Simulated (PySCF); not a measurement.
prop-1-ynylboronic acid (C3H5BO2), SMILES CC#CB(O)O.

Geometry optimised at PBE-D3(BJ)/def2-SVP. The values are those of a single conformer.

Two levels are set side by side: TDDFT-PBE/def2-SVPD (PySCF) and TDDFT-M06-2X/def2-SVPD (PySCF). Vertical, same geometry. The lowest singlet is HOMO→LUMO 100 % with PBE and HOMO→LUMO+1 82 % with the other functional; states are paired by order. Differences are taken from unrounded values.

| quantity | TDDFT-M06-2X |
|---|---|
| lowest singlet excitation (eV) | 5.14 |
| lowest triplet excitation (TDA) (eV) | 4.85 |
| first bright state (f over 0.05) (eV) | 6.25 |
| its oscillator strength | 0.05 |

**Question.** What does TDDFT-PBE give, and how far is it from TDDFT-M06-2X? (An estimate is asked for; the answer gives what the named calculation found.)

**Answer.** 
```
quantity                               TDDFT-PBE  TDDFT-PBE minus TDDFT-M06-2X
-------------------------------------  ---------  ----------------------------
lowest singlet excitation (eV)              5.22                          0.08
lowest triplet excitation (TDA) (eV)        4.54                         -0.31
first bright state (f over 0.05) (eV)       5.80                         -0.45
its oscillator strength                     0.05                          0.00
```

Rough cost on one machine, each run with all the roots and properties that it gave: TDDFT-M06-2X against TDDFT-PBE about 20 times.
